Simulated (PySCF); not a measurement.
Two species compared at the same levels of theory.

First species: 4-chloropyridine, C5H4ClN.
InChI=1S/C5H4ClN/c6-5-1-3-7-4-2-5/h1-4H

Second species: C₅H₁₁Ga.
SMILES: `[CH3][Ga]1[CH2]CC[CH2]1`

Levels: PBE0/def2-SVPD for HOMO energy, LUMO energy, HOMO–LUMO gap and static isotropic polarisability; TDDFT PBE0/def2-SVPD for lowest singlet excitation; TDA PBE0/def2-SVPD for lowest triplet excitation (Tamm–Dancoff); ΔSCF PBE0/def2-SVPD for vertical ionisation energy. Geometries: PBE0-D3(BJ)/def2-SVP. Each structure is a single optimised conformer of the isolated species, non-relativistic unless stated; the electronic structure was computed with PySCF and density fitting.

Values for the first species:

```
HOMO energy                              : -7.78 eV
LUMO energy                              : -1.23 eV
HOMO–LUMO gap                            : 6.55 eV
Lowest singlet excitation                : 4.88 eV
Lowest triplet excitation (Tamm–Dancoff) : 4.14 eV
Static isotropic polarisability          : 76.5 au
Vertical ionisation energy               : 9.73 eV
```

Task: Estimate the same properties for the second species, and the change in each.

Result: 
```tsv
property	first	second	second less first
HOMO energy	-7.78 eV	-6.63 eV	+1.15 eV
LUMO energy	-1.23 eV	-0.61 eV	+0.62 eV
HOMO–LUMO gap	6.55 eV	6.02 eV	-0.53 eV
lowest singlet excitation	4.88 eV	4.55 eV	-0.33 eV
lowest triplet excitation (Tamm–Dancoff)	4.14 eV	4.23 eV	+0.09 eV
static isotropic polarisability	76.5 au	87.0 au	+10.5 au
vertical ionisation energy	9.73 eV	8.49 eV	-1.24 eV
```

On the first: The polarisability is 11.34 Å³ as a volume (1 au = 0.148185 Å³), or 1.32 au for each of the 58 electrons. In wavenumbers S1 is 39400 cm⁻¹ (1 eV = 8065.54 cm⁻¹).

On the second: No computed singlet falls in the visible range (750 to 380 nm, 1.65 to 3.26 eV); S1 lies 1.29 eV above its blue end. The polarisability is 12.89 Å³ as a volume (1 au = 0.148185 Å³), or 1.21 au for each of the 72 electrons. The calculation is non-relativistic and has no spin–orbit coupling, an omission that weighs most on gallium.
